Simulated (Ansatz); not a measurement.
`C[SiH2][SiH2]N` + `[NH2][ZnH]` → `C[SiH2][NH][ZnH]` + `N[SiH3]` at 700 K and 1 bar (cleavage of the Si–Si bond).

Gas-phase electronic energies from Ansatz, PBE0-D4/def2-TZVP geometries. CCSD(T)/CBS adds triple-zeta CCSD(T) − MP2 to the extrapolated MP2 energy (def2 sets, frozen cores). This one scheme is used for every species. For Zn outer-core shells are correlated without core-valence functions, which leaves a few kJ/mol of doubt a bond. Scalar relativity is left out up to krypton. Each species was taken in one conformer, which may not be the lowest.

| species | CCSD(T)/CBS energy (Eh) | H − E (kJ/mol) | S (J/(mol·K)) |
| --- | --- | --- | --- |
| `C[SiH2][SiH2]N` | -676.35821 | 347.2 | 507.8 |
| `[NH2][ZnH]` | -1834.88092 | 121.1 | 319.1 |
| `C[SiH2][NH][ZnH]` | -2164.46335 | 280.8 | 481.3 |
| `N[SiH3]` | -346.80422 | 180.7 | 336.3 |

H − E and S are ideal-gas, rigid-rotor, harmonic terms from PBE0-D4/def2-TZVP, for one conformer and one mirror image of each species. 1 Eh = 2625.50 kJ/mol, R = 8.31446 J/(mol·K).

Task: By hand: ΔE, ΔH, ΔS and ΔG.

Result: ΔE = (-2164.46335) + (-346.80422) − (-676.35821) − (-1834.88092) = -0.02844 Eh = -74.7 kJ/mol. Δ(H − E) = 280.8 + 180.7 − 347.2 − 121.1 = -6.8, so ΔH = -81.5 kJ/mol. ΔS = 481.3 + 336.3 − 507.8 − 319.1 = -9.3 J/(mol·K). ΔG = -81.5 − 700 × (-9.3)/1000 = -75.0 kJ/mol.

Task: By hand: the equilibrium constant, and the temperature at which ΔG would vanish if ΔH and ΔS stayed fixed.

Result: log₁₀ K = −ΔG/(RT ln 10) = 5.6. ΔG = 0 at ΔH/ΔS = 8763 K, far beyond where these terms or the molecules hold.

The number of gas molecules stays the same, so ΔS is small and ΔH decides. A doubt of 5 kJ/mol in ΔE shifts log₁₀ K by 0.4 here. Other conformers and mirror images would add mixing entropy, several J/(mol·K) or more a flexible species. Modes under 60 cm⁻¹, often nearly free rotors, make the harmonic entropy too high. These are equilibria of isolated gas molecules and say nothing of rates. Largest T1 diagnostic: 0.016 (customary marks: 0.02 for closed shells, 0.045 for open ones).
